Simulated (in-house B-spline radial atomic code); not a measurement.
## The molybdenum ion Mo³⁺: [He] 2s2 (2p1/2)1 (2p3/2)4 3s2 3p6 3d10 4s2 4p6 4d4 (with a hole in an inner shell)

Computed with a radial B-spline atomic code at the basis-set limit: Dirac-Hartree-Fock, average of the jj configuration, Fermi nucleus of rms radius 4.4091 fm.

Screening seen three ways: the hydrogenic charge with the same mean radius, Z_r = [3n² - l(l+1)]/(2<r>), the one with the same energy, Z_e = n√(-2ε), and Slater's rules. Values are occupation-weighted means over j. An effective charge above Z reflects the relativistic contraction of the inner shells.

| shell | electrons | ε (eV) | <r> (bohr) | Z_r | Z_e | Slater |
| --- | --- | --- | --- | --- | --- | --- |
| 1s | 2 | -20312 | 0.03513 | 42.70 | 38.64 | 41.70 |
| 2s | 2 | -3030.9 | 0.152 | 39.47 | 29.85 | 38.20 |
| 2p | 5 | -2724.1 | 0.1333 | 37.52 | 28.30 | 38.20 |
| 3s | 2 | -591.2 | 0.4185 | 32.26 | 19.78 | 31.60 |
| 3p | 6 | -485.6 | 0.418 | 29.90 | 17.92 | 31.60 |
| 3d | 10 | -313.55 | 0.3982 | 26.37 | 14.40 | 21.85 |
| 4s | 2 | -118.21 | 1.071 | 22.41 | 11.79 | 15.25 |
| 4p | 6 | -85.521 | 1.171 | 19.64 | 10.03 | 15.25 |
| 4d | 4 | -41.885 | 1.507 | 13.94 | 7.02 | 5.95 |

The least bound orbital is 4d5/2 at -41.84 eV, and it is also the most diffuse (<r> = 1.509 bohr). The part-filled 2p shell lies below the filled 4p shell in orbital energy.

For the 1s electron the small component carries 2.35 % of the norm, the zero-frequency Breit interaction raises the level by 36.9 eV, self-energy by 21.17 eV, and vacuum polarisation lowers it by 2.446 eV.
